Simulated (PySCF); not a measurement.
## Radial density of Kr⁺ (krypton, charge +1)

UHF, [Ar] 3d10 4s2 4p5, 2P determinant. Computed with PySCF 2.14 in aug-cc-pVDZ-DK, with the spin-free X2C one-electron Hamiltonian (Gaussian nucleus).

```json
{"r (bohr)": "0.000923", "4πr²ρ (e/bohr)": "0.6066", "4πr²(ρα − ρβ)": "0.0000"}
{"r (bohr)": "0.00155", "4πr²ρ (e/bohr)": "1.441", "4πr²(ρα − ρβ)": "0.0000"}
{"r (bohr)": "0.00261", "4πr²ρ (e/bohr)": "3.370", "4πr²(ρα − ρβ)": "0.0000"}
{"r (bohr)": "0.00439", "4πr²ρ (e/bohr)": "7.585", "4πr²(ρα − ρβ)": "0.0000"}
{"r (bohr)": "0.00739", "4πr²ρ (e/bohr)": "15.80", "4πr²(ρα − ρβ)": "0.0001"}
{"r (bohr)": "0.0124", "4πr²ρ (e/bohr)": "28.79", "4πr²(ρα − ρβ)": "0.0006"}
{"r (bohr)": "0.0209", "4πr²ρ (e/bohr)": "41.94", "4πr²(ρα − ρβ)": "0.0027"}
{"r (bohr)": "0.0352", "4πr²ρ (e/bohr)": "43.55", "4πr²(ρα − ρβ)": "0.0116"}
{"r (bohr)": "0.0591", "4πr²ρ (e/bohr)": "36.68", "4πr²(ρα − ρβ)": "0.0362"}
{"r (bohr)": "0.0995", "4πr²ρ (e/bohr)": "48.29", "4πr²(ρα − ρβ)": "0.0551"}
{"r (bohr)": "0.167", "4πr²ρ (e/bohr)": "47.60", "4πr²(ρα − ρβ)": "0.0047"}
{"r (bohr)": "0.281", "4πr²ρ (e/bohr)": "29.70", "4πr²(ρα − ρβ)": "0.0581"}
{"r (bohr)": "0.473", "4πr²ρ (e/bohr)": "36.72", "4πr²(ρα − ρβ)": "0.1040"}
{"r (bohr)": "0.796", "4πr²ρ (e/bohr)": "13.06", "4πr²(ρα − ρβ)": "0.0633"}
{"r (bohr)": "1.34", "4πr²ρ (e/bohr)": "5.560", "4πr²(ρα − ρβ)": "0.6588"}
{"r (bohr)": "2.25", "4πr²ρ (e/bohr)": "2.362", "4πr²(ρα − ρβ)": "0.3599"}
{"r (bohr)": "3.79", "4πr²ρ (e/bohr)": "0.1888", "4πr²(ρα − ρβ)": "0.0273"}
{"r (bohr)": "6.37", "4πr²ρ (e/bohr)": "3.148e-05", "4πr²(ρα − ρβ)": "0.0000"}
```

Densities and radii are taken from the X2C orbitals without a picture-change correction, which distorts them close to the nucleus.
